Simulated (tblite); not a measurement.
Species: C₆H₁₂FNSi₂.
Geometry (GFN2-xTB, Å), atoms numbered from 1 in this order:
```
atom  x, y, z in Å
C1     3.2334   -0.1594   -0.1551
C2     2.1313    0.1253    0.5133
F3     2.0017    1.3664    1.0611
C4     0.9329   -0.7129    0.7280
Si5   -0.5851    0.0295   -0.2130
C6    -0.2037   -0.1566   -2.0775
Si7   -1.1377    2.1771    0.5047
C8    -2.0091   -1.2442    0.1386
C9    -2.2919   -1.2944    1.5342
N10   -2.4805   -1.3097    2.6636
H11    3.3705   -1.1246   -0.6031
H12    4.0260    0.5589   -0.2585
H13    1.1495   -1.7319    0.4117
H14    0.6994   -0.7331    1.7941
H15   -0.0311   -1.1903   -2.3678
H16   -1.0165    0.2246   -2.6886
H17    0.6878    0.4064   -2.3365
H18   -1.1499    2.2789    1.9623
H19   -0.2100    3.1685   -0.0397
H20   -2.4787    2.5299    0.0177
H21   -2.9124   -0.9435   -0.3918
H22   -1.7362   -2.2454   -0.1984
```

All values are computed: GFN2-xTB (tblite) harmonic vibrations without scaling, gas phase. Errors from tens to a few hundred cm⁻¹ against measured bands are possible. Modes of hydrogen on silicon can be 10 to 20 % off. One conformer, not necessarily the lowest.

Harmonic wavenumbers (cm⁻¹): 25.8, 28.7, 43.7, 57.6, 79.6, 92.9, 108.5, 118.2, 122.0, 170.1, 185.9, 207.4, 358.7, 374.0, 405.9, 438.8, 440.1, 447.8, 474.2, 528.5, 661.4, 681.0, 716.5, 721.6, 739.7, 765.0, 780.3, 789.2, 805.8, 817.3, 821.4, 857.4, 878.4, 938.1, 1019.0, 1074.6, 1092.2, 1163.7, 1196.4, 1223.7, 1371.5, 1378.6, 1415.3, 1441.9, 1477.2, 1484.9, 1726.7, 2204.1, 2263.8, 2279.3, 2396.6, 2970.0, 2974.8, 2988.9, 3005.1, 3020.8, 3040.4, 3046.9, 3134.9, 3174.0.

A = 1134, B = 635.0, C = 598.5 MHz; mass 173.049 u (most abundant isotopes); point group C1, symmetry number 1.

Task: Zero-point energy?

Result: ½Σν̃ = 34623 cm⁻¹ = 98.99 kcal/mol.

Task: Entropy at 298.15 K, 1 bar (ideal gas, RRHO, classical rotation)?

Result: Translation 41.38, rotation 30.99, vibration 56.01: S = 128.4 cal/(mol K).

Task: And Cp and H(298.15 K) − H(0)?

Result: Cp = 54.14 cal/(mol K), of which vibrations give 46.19 (their classical limit is 60 R = 119.2); H(298.15 K) − H(0) = 10.18 kcal/mol without the zero-point energy, 7.81 from vibrations.

Task: Which modes carry the vibrational entropy at 298.15 K?

Result: 25.8 cm⁻¹: 6.13; 28.7 cm⁻¹: 5.92; 43.7 cm⁻¹: 5.08; 57.6 cm⁻¹: 4.54; 79.6 cm⁻¹: 3.90; 92.9 cm⁻¹: 3.60 cal/(mol K); the other 54 give 26.84 together.

Task: What must be added to the electronic energy to get the Gibbs energy at 298.15 K and 1 bar?

Result: ZPE + [H(298.15 K) − H(0)] − T·S = 98.99 + 10.18 − 38.28 = 70.89 kcal/mol.

Task: How do the functions run with temperature in this model?

Result: 
| T (K) | S (cal/(mol K)) | Cp (cal/(mol K)) | H − H(0) (kcal/mol) | G − H(0) (kcal/mol) | ln q(vib) |
| --- | --- | --- | --- | --- | --- |
| 100 | 85.6 | 28.7 | 1.96 | -6.59 | 5.14 |
| 200 | 109.4 | 41.6 | 5.47 | -16.41 | 10.46 |
| 300 | 128.7 | 54.4 | 10.28 | -28.33 | 15.08 |
| 500 | 161.4 | 73.8 | 23.24 | -57.45 | 23.34 |
| 800 | 200.3 | 91.6 | 48.28 | -111.95 | 34.06 |
| 1000 | 221.6 | 99.4 | 67.42 | -154.20 | 40.34 |

q(vib) and H(0) count from the zero-point level.

Hindered rotation and anharmonicity are outside this model. Other conformers, if any are populated, would add a mixing term that is left out. The structure is chiral; the term R ln 2 for an equal mix with its mirror image is left out.
